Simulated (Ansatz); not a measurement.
Abridged output of a molecular run in Ansatz:

```
Functional definition: HF
1018 factors; integrals over basis functions are off by at most 1.5e-3 eV
mean field evaluation 1: about -13473.4448 eV, gradient 4.4e1 eV
mean field evaluation 2: about -13473.5319 eV, gradient 4.4e1 eV
mean field evaluation 4: about -13477.6594 eV, gradient 3.4e0 eV
mean field evaluation 8: about -13477.7061 eV, gradient 2.4e-1 eV
mean field -13477.70627522 eV, -495.2965700970 hartree, gradient 1.6e-6 eV, S^2 0.000000; 0 other end points of the search recorded, 0 dependent functions left out
9 core orbitals not correlated: weight in the atoms' cores, before any rotation towards them, 1.000 or more for the frozen orbitals, at most 0.000 for the correlated occupied ones
reference -13477.70627522 eV, -495.2965700970 hartree; 15, 15 occupied and 80, 80 virtual orbitals, 1018 factors
second order -19.52262868 eV of doubles, -0.00000000 eV of singles
cycle   1  -20.06777034 eV  change   -5.5e-1 eV  update   1.0e-1
cycle   2  -20.53862395 eV  change   -4.7e-1 eV  update   3.0e-2
cycle   3  -20.67661227 eV  change   -1.4e-1 eV  update   1.7e-2
cycle   4  -20.67215914 eV  change    4.5e-3 eV  update   4.0e-3
cycle   5  -20.67044128 eV  change    1.7e-3 eV  update   1.7e-3
cycle   6  -20.67080634 eV  change   -3.7e-4 eV  update   5.3e-4
cycle   7  -20.67053097 eV  change    2.8e-4 eV  update   1.8e-4
cycle   8  -20.67045743 eV  change    7.4e-5 eV  update   5.8e-5
cycle   9  -20.67047781 eV  change   -2.0e-5 eV  update   1.9e-5
perturbative correction -0.45250089 eV, -0.0166291011 hartree
Total energy: -13498.82925392 eV, -496.0728252465 hartree
```

Its atoms:

Cartesian coordinates in Å:
```
C 1.174 -0.400 1.085
C 0.284 -0.771 -0.079
O -0.085 0.369 -0.810
Al -1.499 1.194 -1.153
F -1.378 2.544 -2.083
H 1.497 -1.297 1.620
H 2.059 0.132 0.733
H 0.644 0.245 1.790
H -0.602 -1.309 0.285
H 0.818 -1.452 -0.752
H -2.911 0.746 -0.638
```

Question: Which basis set was used?
A. def2-QZVPP
B. def2-SVP
C. def2-TZVPPD
D. def2-SVPD

Answer: B. It gives 104 functions.

Question: Write the keys of the input that set method, charge and spin (a neutral closed shell needs none for the last two).

Answer: 
```yaml
correlation: {method: ccsd_t}
```
